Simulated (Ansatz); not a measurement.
One geometry of ClFH6N2SSi2, SMILES `N[Si@@H](F)S[Si@@H](N)Cl`, several functionals.

```yaml
crystal:
  periodic: [false, false, false]
  atoms:
    - {symbol: N, position_ang: [-0.163375, 1.573962, -0.673704]}
    - {symbol: Si, position_ang: [-0.210201, 1.624668, 1.006331]}
    - {symbol: F, position_ang: [-1.523724, 2.311809, 1.601558]}
    - {symbol: S, position_ang: [-0.280488, -0.340210, 1.861719]}
    - {symbol: Si, position_ang: [0.506355, -1.558211, 0.325244]}
    - {symbol: N, position_ang: [-0.518912, -1.495923, -1.051889]}
    - {symbol: Cl, position_ang: [2.369444, -1.028169, -0.353998]}
    - {symbol: H, position_ang: [0.374615, 2.233455, -1.208847]}
    - {symbol: H, position_ang: [-0.437737, 0.751598, -1.192397]}
    - {symbol: H, position_ang: [0.915809, 2.418947, 1.534535]}
    - {symbol: H, position_ang: [0.668822, -2.886010, 0.958028]}
    - {symbol: H, position_ang: [-1.502692, -1.670195, -0.904255]}
    - {symbol: H, position_ang: [-0.197886, -1.935731, -1.902325]}
basis:
  gaussian: {orbitals: def2-TZVPP}
hamiltonian: {xc: {name: B3LYP}, dispersion: d4}
output: {forces: true, orbitals: {seedname: orbitals}}
```

```sh
$ ansatz run in.yaml --threads 2 --pin off --events-out ev --progress --plain --max-ram 32768MiB --backend cuda --devices 0, --max-vram 18GiB
```

Output, abridged:

```
Functional definition: B3LYP
2011 factors; their error is unknown
mean field evaluation 1: about -44905.8666 eV, gradient 9.3e1 eV
mean field evaluation 2: about -44879.6873 eV, gradient 1.4e2 eV
mean field evaluation 4: about -44920.5818 eV, gradient 7.3e0 eV
mean field evaluation 8: about -44920.6988 eV, gradient 1.6e-1 eV
mean field evaluation 16: about -44920.7618 eV, gradient 2.6e-4 eV
mean field -44920.76181414 eV, -1650.8075482838 hartree, gradient 5.6e-5 eV, S^2 0.000000; 0 other end points of the search recorded, 0 dependent functions left out
reference -44920.76212736 eV, -1650.8075597945 hartree; 45, 45 occupied and 300, 300 virtual orbitals, 2011 factors
Total energy: -44921.53996465 eV, -1650.8361447875 hartree
Atom 0 at    -0.163375     1.573962    -0.673704 Å, force     0.010065    -0.026463    -0.091885 eV/Å
Atom 1 at    -0.210201     1.624668     1.006331 Å, force     0.214068     0.128724     0.054776 eV/Å
Atom 2 at    -1.523724     2.311809     1.601558 Å, force    -0.179455     0.107340     0.076496 eV/Å
Atom 3 at    -0.280488    -0.340210     1.861719 Å, force    -0.051051    -0.048031     0.150711 eV/Å
Atom 4 at     0.506355    -1.558211     0.325244 Å, force    -0.034790    -0.285023     0.120434 eV/Å
Atom 5 at    -0.518912    -1.495923    -1.051889 Å, force    -0.053635    -0.038400    -0.050209 eV/Å
Atom 6 at     2.369444    -1.028169    -0.353998 Å, force     0.211529     0.058396    -0.073656 eV/Å
Atom 7 at     0.374615     2.233455    -1.208847 Å, force    -0.012493    -0.008265    -0.027793 eV/Å
Atom 8 at    -0.437737     0.751598    -1.192397 Å, force     0.009603     0.065467    -0.021587 eV/Å
Atom 9 at     0.915809     2.418947     1.534535 Å, force    -0.064401    -0.041023    -0.039214 eV/Å
Atom 10 at     0.668822    -2.886010     0.958028 Å, force    -0.016553     0.077611    -0.047251 eV/Å
Atom 11 at    -1.502692    -1.670195    -0.904255 Å, force    -0.001348     0.003160    -0.036665 eV/Å
Atom 12 at    -0.197886    -1.935731    -1.902325 Å, force    -0.031540     0.006506    -0.014156 eV/Å
Dipole moment:    -0.034940    -0.297791    -0.616298 e Å
```

Hardware: 2 threads of an AMD EPYC 7R13 on a shared host and a share of an NVIDIA H100 80 GB. Wall time 10 s, peak host memory 0.91 GiB.

With the line `hamiltonian: {xc: {name: wB97M-V}}` (abridged; 11 s):

```
Functional definition: wB97M-V
mean field evaluation 16: about -44914.9865 eV, gradient 1.2e-4 eV
mean field -44914.98645112 eV, -1650.5953076073 hartree, gradient 3.0e-5 eV, S^2 0.000000
Total energy: -44914.98650655 eV, -1650.5953096442 hartree
Atom 0 force     0.019346    -0.049968    -0.067094 eV/Å
Atom 1 force     0.243993     0.062396     0.088063 eV/Å
Atom 2 force    -0.108704     0.051526     0.049311 eV/Å
Atom 3 force    -0.012584    -0.003724     0.012620 eV/Å
Atom 4 force     0.004424    -0.183628     0.128806 eV/Å
Atom 5 force    -0.019764    -0.047852    -0.018719 eV/Å
Atom 6 force     0.043415     0.029180    -0.017138 eV/Å
Atom 7 force    -0.015890    -0.009754    -0.009932 eV/Å
Atom 8 force     0.009444     0.075761    -0.001130 eV/Å
Atom 9 force    -0.132187    -0.094511    -0.069002 eV/Å
Atom 10 force    -0.022705     0.159249    -0.084975 eV/Å
Atom 11 force     0.010671     0.003349    -0.019596 eV/Å
Atom 12 force    -0.019459     0.007977     0.008785 eV/Å
Dipole moment:    -0.038506    -0.294938    -0.622674 e Å
```

B3LYP takes the VWN-RPA correlation (the form of Gaussian; ORCA's B3LYP/G).
